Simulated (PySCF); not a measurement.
## A small calculation by hand: entropy of an ideal gas

H2SeTe, SMILES [SeH][TeH].

Coordinates come from a PBE-D3(BJ)/def2-TZVP optimisation. The def2 effective core potentials stand for the cores of Te; spin–orbit coupling is left out.

PBE-D3(BJ)/def2-TZVP (PySCF) gives the harmonic wavenumbers 238, 338, 601, 667, 2021, 2313 cm⁻¹ and the rotational temperatures 4.8868, 0.0758, 0.0756 K. The molar mass is 208.59 g/mol, the symmetry number 1, the spin multiplicity 1.

Work out the entropy at 298.15 K and 1 atm in the rigid-rotor, harmonic-oscillator model.


Translation (Sackur–Tetrode at 1 atm): S = R[1.5 ln M + 2.5 ln T − 1.16487] = 175.3 J/(mol K).
Rotation: q = (√π/σ) T^1.5/√(θA θB θC) = 54500, S = R[ln q + 3/2] = 103.2 J/(mol K).
Vibration: with u = 1.4388 ν/T, each mode gives R[u/(e^u − 1) − ln(1 − e^−u)]:
```
ν (cm⁻¹)  modes     u  S (J/(mol K))
--------  -----  ----  -------------
238           1  1.15           7.61
338           1  1.63           5.11
601           1  2.90           1.87
667           1  3.22           1.45
2021          1  9.75           0.01
```
The stiffer modes add less than 0.005 each. Sum 16.1 J/(mol K).
Spin: R ln 1 = 0.0 J/(mol K).
Total 294.6 J/(mol K); the program's own thermochemistry gives 294.6. Translation makes up 60 % and vibration 5 %. Anharmonicity, hindered rotation and orbital degeneracy are left out.
